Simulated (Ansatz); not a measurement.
The same ligand exchange along the group C, Si, Ge, Sn.

Gas-phase electronic energies from Ansatz, PBE0-D4/def2-TZVP geometries. CBS: MP2 limit from def2 TZ/QZ plus the TZ coupled-cluster correction, frozen cores. This one scheme is used for every species. DFT in def2-TZVPP. Elements past krypton have def2 core potentials. For Ge, Se, Sn outer-core shells are correlated without core-valence functions, which leaves a few kJ/mol of doubt a bond. Scalar relativity is left out up to krypton. Each species was taken in one conformer, which may not be the lowest.

| reaction | PBE0-D4 (kJ/mol) | revPBE-D4 (kJ/mol) | HF/CBS(def2) (kJ/mol) | CCSD(T)/CBS(def2) (kJ/mol) |
| --- | --- | --- | --- | --- |
| `C[SeH]` + `OPO` → `OP(O)[SeH]` + CH₄ | -90 | -96 | -66 | -83 |
| `[SiH3][SeH]` + `OPO` → `OP(O)[SeH]` + SiH₄ | 26 | 14 | 44 | 31 |
| `[GeH3][SeH]` + `OPO` → `OP(O)[SeH]` + GeH₄ | 22 | 11 | 46 | 27 |
| `[SeH][SnH3]` + `OPO` → `OP(O)[SeH]` + `[SnH4]` | 43 | 30 | 69 | 54 |

Largest T1 diagnostic: 0.013, for `[SnH4]`.
